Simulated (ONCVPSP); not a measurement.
**Logarithmic derivatives: Sr, ONCV**

* Element: Sr (Z = 38)
* Generator: ONCVPSP 4.0.1
* Type: optimised norm-conserving Vanderbilt (ONCV)
* Functional: PBE
* Relativity: fully relativistic
* Frozen core: [Ar] 3d10
* Valence charge: 10
* Reference configuration: 4s2 4p6 5s2
* Partial waves: 4s+5s: rc 2.25 bohr, ncon 4, nbas 7, qcut 4.9 1/bohr, 2 projectors; 4p: rc 2.15 bohr, ncon 4, nbas 9, qcut 7.6 1/bohr, 2 projectors, debl 1.6 Ha; d scattering state at 0.46 Ha: rc 1.90 bohr, ncon 5, nbas 9, qcut 5.2 1/bohr, 2 projectors, debl 0.8 Ha
* Local potential: polynomial inside 1.45 bohr (lpopt 5, dvloc0 0 Ha)
* Core correction: Teter function, fcfact 2.25, rcfact 1.55

Open shells are filled in proportion to 2j + 1.

In the d channel the program set the typed energies aside and used 0.050, 0.850 Ha (j = l + 1/2; the other j can differ).

The phase is arctan(r·R′/R) of the radial function R(r), unwrapped; energies in Ha, scanned from -3 to 5 Ha. A pole is an energy at which the radial function vanishes at the test radius. The pseudo phase is shifted by a multiple of π to meet the all-electron one at the reference energy, and phase errors are pseudo minus all-electron; the curves can meet again beyond the range given. Levels narrower than the energy grid can be missing from the lists of poles.

Problem. For each channel, where are the poles, and over which energies does the pseudopotential scatter like the atom?

Solution.

| channel | radius (bohr) | reference energy (Ha) | poles, all-electron | poles, pseudo | unbroken range about the reference energy with phases within 0.05 rad | phase error 1 Ha above the reference energy (rad) |
| --- | --- | --- | --- | --- | --- | --- |
| s | 2.29 | -0.13 | -1.30, 3.29 | -1.30, 2.98, 4.74 | below 3.3 | -0.005 |
| p3/2 | 2.18 | -0.82 | -0.35, 4.72 | -0.35, 4.63 | the whole range | -0.000 |
| p1/2 | 2.18 | -0.87 | -0.43, 4.60 | -0.43, 4.53 | the whole range | -0.000 |
| d5/2 | 1.92 | 0.05 | 1.62 | 1.62 | below 3.6 | -0.000 |
| d3/2 | 1.92 | 0.05 | 1.60 | 1.60 | below 3.6 | -0.000 |

Phases in the d3/2 channel:

```tsv
E (Ha)	all-electron	pseudo
-2.98	1.281	1.280
-2.76	1.264	1.263
-2.54	1.244	1.244
-2.32	1.221	1.220
-2.10	1.192	1.192
-1.88	1.157	1.156
-1.66	1.111	1.111
-1.44	1.051	1.051
-1.22	0.967	0.967
-1.00	0.845	0.845
-0.78	0.654	0.654
-0.56	0.348	0.348
-0.34	-0.100	-0.100
-0.12	-0.572	-0.572
0.10	-0.915	-0.915
0.32	-1.132	-1.132
0.54	-1.271	-1.271
0.76	-1.366	-1.366
0.98	-1.437	-1.437
1.20	-1.492	-1.492
1.42	-1.537	-1.537
1.64	-1.577	-1.578
1.86	-1.615	-1.615
2.08	-1.651	-1.651
2.30	-1.688	-1.689
2.52	-1.729	-1.730
2.74	-1.775	-1.778
2.96	-1.833	-1.838
3.18	-1.909	-1.919
3.40	-2.020	-2.039
3.62	-2.195	-2.238
3.84	-2.501	-2.600
4.06	-3.018	-3.191
4.28	-3.599	-3.756
4.50	-3.982	-4.085
4.72	-4.197	-4.266
4.94	-4.324	-4.376
```
